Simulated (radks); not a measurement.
Values are calculated unless marked as measured or tabulated.
These are the eigenvalues of the occupied orbitals of an atom or ion with whole-number occupations (eV). Code: a radial shooting solver on a logarithmic mesh with Libxc functionals. Model: scalar-relativistic Kohn-Sham, exchange-only LDA, spin-polarised, spherical densities, point nucleus.

| orbital | eigenvalue |
|---|---|
| 1s up | -80193.42 |
| 1s down | -80193.31 |
| 2s up | -15592.23 |
| 2s down | -15589.79 |
| 2p up | -13760.06 |
| 2p down | -13757.99 |
| 3s up | -5002.173 |
| 3s down | -5000.412 |
| 3p up | -4467.100 |
| 3p down | -4465.226 |
| 3d up | -3900.322 |
| 3d down | -3898.017 |
| 4s up | -2260.403 |
| 4s down | -2253.888 |
| 4p up | -2063.212 |
| 4p down | -2056.776 |
| 4d up | -1841.224 |

Which element is it, and in what charge state? The configuration may be excited. Open shells, if any, are filled with parallel spins first.

Answer. Z = 78, platinum, charge +40: Pt40+ in [Kr] 4d2. The list shows which subshells hold electrons but not how many an open one holds; the 1s level, -2947.1 hartree, gives Z - s = 76.8 by -(Z - s)^2/2, which with screening and relativity narrows Z to a few neighbours, and the depths of the outer levels then fix element, charge and occupations together.
